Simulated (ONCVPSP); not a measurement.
Reading a pseudo-wave (cobalt)

Columns: radius, all-electron u(r) and pseudo u(r) of the 3s shell (level -97.61 eV) of cobalt in the configuration [Ne] 3s2 3p6 3d8 4s1; PBE, scalar-relativistic, ONCV scheme, ONCVPSP 4.0.1.

```csv
r (bohr),all-electron,pseudo
0.088,-0.1722,0.1145
0.175,-0.6734,0.2606
0.262,-0.3457,0.4535
0.350,0.2539,0.6829
0.438,0.7702,0.9110
0.525,1.0944,1.0933
0.612,1.2434,1.2024
0.700,1.2613,1.2277
0.788,1.1951,1.1786
0.875,1.0850,1.0796
0.962,0.9563,0.9553
1.050,0.8238,0.8236
1.138,0.6984,0.6983
1.225,0.5864,0.5863
1.312,0.4878,0.4877
1.400,0.4021,0.4021
1.487,0.3303,0.3303
1.575,0.2695,0.2694
1.662,0.2195,0.2195
1.750,0.1778,0.1778
1.838,0.1437,0.1436
1.925,0.1161,0.1161
2.012,0.0937,0.0937
2.100,0.0753,0.0752
2.188,0.0604,0.0604
2.275,0.0485,0.0485
```

(1) How many radial nodes do the two functions have?

(2) At about which radius was the pseudo-wave matched?

(3) Is the pseudo-wave norm-conserving?

Results:

(1) The all-electron 3s function has n − l − 1 = 2 (the table is too coarse to show those close to the nucleus); the pseudo-wave has 0, since the states of the same l below it are removed with the core.

(2) 1.25 bohr. The columns agree to 0.0005 from 1.05 bohr on; several derivatives are matched, so the curves merge somewhat inside the radius.

(3) Yes: the ONCV scheme keeps the norm inside the radius equal to the all-electron one, which fixes the energy derivative of the logarithmic derivative at the level.
